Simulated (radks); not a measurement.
All-electron atom: As IV in [Ar] 3d10 4d2 (not the ground configuration).

Calculated with a radial shooting solver on a logarithmic mesh with Libxc functionals: Dirac Kohn-Sham, PBEsol, spin-unpolarised, spherical densities, point nucleus; open shells are shared between the two j in proportion to 2j + 1.

Energy parts (eV):
total: -61369.627
kinetic: 62749.362
electron-nucleus: -146913.403
Hartree: 24994.641
exchange-correlation: -2200.227

Orbitals (lengths in bohr, moments of r in powers of bohr; <r^-3> diverges for s and p1/2):
orbital  occ.  eigenvalue (eV)  <r^-3>  small-component weight
1s1/2       2        -11751.99       -                1.43e-02
2s1/2       2        -1528.999       -                2.78e-03
2p1/2       2        -1371.259       -                2.77e-03
2p3/2       4        -1334.719    1064                2.71e-03
3s1/2       2        -233.8468       -                6.49e-04
3p1/2       2        -180.7831       -                5.99e-04
3p3/2       4        -175.7484   147.8                5.83e-04
3d3/2       4         -84.6460   17.57                4.63e-04
3d5/2       6         -83.9043   17.05                4.58e-04
4d3/2     0.8         -21.5874   1.310                5.17e-05
4d5/2     1.2         -21.5328   1.283                5.16e-05

The highest occupied level is 4d5/2 at -21.533 eV. Summed over all electrons, <r^2> = 25.61 bohr^2, which gives a Langevin (diamagnetic) susceptibility term of -20.3 x 10^-6 cm^3/mol. The density falls to 0.001 e/bohr^3 at r = 4.16 bohr.

Run on one thread of a shared host, so times are rough (Arm Neoverse V2): 0.1 s of CPU time, 0.1 s wall, 14 iterations on 2476 mesh points.
